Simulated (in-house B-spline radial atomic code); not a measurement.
The numbers below are computed, except where a source is named.
# Making a Troullier-Martins d channel for Nb, r_c = 1.87 bohr

Nb, [Kr] 4d4 5s1, non-relativistic LDA (VWN5), spherical and spin-unpolarised, from an all-electron radial atomic-structure program (B-spline basis) (atomic units). The all-electron 4d level is ε = -0.125251 hartree, its outermost node lies just inside 0.56 bohr and its outer maximum at 1.49 bohr.

Inside r_c the pseudo-orbital is u(r) = r^3 exp(p(r)), with p = c0 + c2 r² + c4 r⁴ + … + c12 r¹². The seven coefficients follow from p and its first four derivatives at r_c, from zero curvature of the screened potential at the origin, c4 = −c2²/(2l + 5), and from the norm inside r_c. At r_c the all-electron orbital has P = 0.6612841, P' = -0.1804073, the screened potential V = -1.160747, V' = 1.535073, V'' = -2.870365, and the norm inside is Q = 0.4754645.

Problem. What are p, p' and p'' at r_c?

Solution. p = ln(P/r_c^3) = ln(0.6612841/6.5392) = -2.29139. p' = P'/P − 3/r_c = -0.27281 − 1.60428 = -1.87709. The radial equation gives p'' = 2(V − ε) − 2(3) p'/r_c − p'² = -2.07099 − (-6.02276) − 3.52347 = 0.42829. Differentiating, p''' = 2V' + 2(3)p'/r_c² − 2(3)p''/r_c − 2p'p'' = 0.08311, and p'''' = 2V'' − 4(3)p'/r_c³ + 4(3)p''/r_c² − 2(3)p'''/r_c − 2p''² − 2p'p''' = -1.1479.

For a trial c2 the five matching conditions are linear in c0, c6, c8, c10 and c12, and c2 is varied until the norm inside r_c equals Q. The root nearest zero gives:

```csv
n,c_n
0,0.4534042
2,-0.9983364
4,-0.1107417
6,0.1353596
8,-0.04078713
10,0.00572197
12,-0.0003175783
```

Problem. Check c4 and p(r_c), and find the screened pseudopotential at the origin.

Solution. −c2²/9 = -0.110742, as listed. The terms c_n r_c^n are 0.45340, -3.49108, -1.35418, 5.78814, -6.09896, 2.99200, -0.58070, which sum to -2.29139. Inverting the radial equation, V_l(r) = ε + 3 p'/r + (p'' + p'²)/2, so V_l(0) = ε + (2l + 3) c2 = -0.125251 + 7 × (-0.998336) = -7.1136 hartree, finite where the all-electron potential diverges.

Orbitals and screened potentials:

```csv
r (bohr),P,u,V all-electron,V pseudo
0.187,-0.2639,0.009936,-114.1,-7.107
0.468,-0.1331,0.1291,-23.67,-6.893
0.748,0.3005,0.3713,-9.473,-5.995
1.029,0.5779,0.5913,-4.83,-4.375
1.309,0.688,0.6916,-2.777,-2.736
1.59,0.6987,0.699,-1.733,-1.7
1.87,0.6613,0.6613,-1.161,-1.161
```

Logarithmic derivatives P'/P at R = 2.17 bohr, for energies E around ε:

```json
{"E − ε (hartree)": "-0.5", "all-electron": "0.674625", "pseudo": "0.674821"}
{"E − ε (hartree)": "-0.25", "all-electron": "0.265999", "pseudo": "0.26609"}
{"E − ε (hartree)": "-0.1", "all-electron": "-0.072692", "pseudo": "-0.0726705"}
{"E − ε (hartree)": "0", "all-electron": "-0.366252", "pseudo": "-0.366254"}
{"E − ε (hartree)": "0.1", "all-electron": "-0.747427", "pseudo": "-0.747383"}
{"E − ε (hartree)": "0.25", "all-electron": "-1.62261", "pseudo": "-1.62202"}
{"E − ε (hartree)": "0.5", "all-electron": "-6.42385", "pseudo": "-6.40545"}
```

Problem. With P(R) = 0.5998995 and a norm of 0.5952187 inside R, what slope in energy does norm conservation fix?

Solution. d(P'/P)/dE = −2 × (norm inside R)/P(R)² = -3.3079 per hartree·bohr at E = ε, for both atoms, since orbital and norm agree at R. Differences over ±0.1 hartree give -3.3737 (all-electron) and -3.3736 (pseudo), which also hold third-order terms. Half a hartree below ε the two curves differ by +0.0002.
